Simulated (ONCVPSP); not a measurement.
## What one change does to a pseudopotential (Cs (Z = 55), ONCV)

ONCVPSP 4.0.1 input, shortened (lines: element, Z, core and valence counts, functional; n l f; lmax; l rc ep ncon nbas qcut; lloc lpopt rc5 dvloc0; l nproj debl; icmod fcfact rcfact), PBE, scalar-relativistic:

```
  Cs 55.00    9    3        4      upf
    1    0    2.00
    2    0    2.00
    2    1    6.00
    3    0    2.00
    3    1    6.00
    3    2   10.00
    4    0    2.00
    4    1    6.00
    4    2   10.00
    5    0    2.00
    5    1    6.00
    6    0    1.00
    2
    0    3.15    0.00    3    6    3.40
    1    2.25    0.00    4    9    2.90
    2    2.55    0.24    4    8    3.30
    4    5    1.50   -1.00
    0    2    3.90
    1    2    1.10
    2    2    2.00
    3    3.00    1.30
```

In the d channel the program set the typed energies aside and used 0.050, 2.050 Ha.

Change: functional LDA (Perdew-Wang 92).

Cutoffs: the cutoffs (Ha) at which the residual kinetic energy of the hardest occupied pseudo-wave falls to 1 and 0.1 mHa per electron; they do not see the model core or the augmentation charge, which bear on the density cutoff. Errors are all-electron minus pseudo energies relative to the spin-unpolarised reference configuration.

Q: Predict the effect on cutoff, ghosts and configuration errors.

A: The potential gets softer (8.7 Ha and 49 Ha → 7.0 Ha and 48 Ha); both files keep a bound ghost (s); the errors of the 4 common tests hardly move.

| quantity | base | changed |
| --- | --- | --- |
| cutoff, loose | 8.7 Ha | 7.0 Ha |
| cutoff, tight | 49 Ha | 48 Ha |
| loose cutoff by channel | s 2.3 Ha, p 8.7 Ha | s 2.3 Ha, p 7.0 Ha |
| bound ghosts | s | s |
| GHOST(+) flags under 300 eV | p at 91.9 eV | p at 89.9 eV |
| error for 5s2 5p6 6s0, meV [ΔE 3.86 → 4.00 eV] | -0.4 | -0.4 |
| error for 5s2 5p6 6s0.5, meV [ΔE 1.47 → 1.55 eV] | -0.1 | -0.1 |
| error for 5s2 5p6 6s0 6p1, meV [ΔE 1.37 → 1.47 eV] | -0.1 | 0.0 |
| error for 5s1 5p6 6s1, meV [ΔE 31.68 → 31.89 eV] | -263 | -233 |
| s: phases at 3.20 bohr within 0.05 rad from the reference energy up to (Ha; the scan ends near 5) | 2.3 | 2.3 |
| p: phases at 2.29 bohr within 0.05 rad from the reference energy up to (Ha; the scan ends near 5) | 2.1 | 2.1 |
| d: phases at 2.58 bohr within 0.05 rad from the reference energy up to (Ha; the scan ends near 5) | 2.7 | 2.7 |
| rms error of d²Exc/dni dnj with the model core, mHa | 0.75 | 1.43 |

 A true bound ghost makes a file unfit for plane-wave use even where its test errors are small: the radial tests pick states by their node count and pass the ghost by.
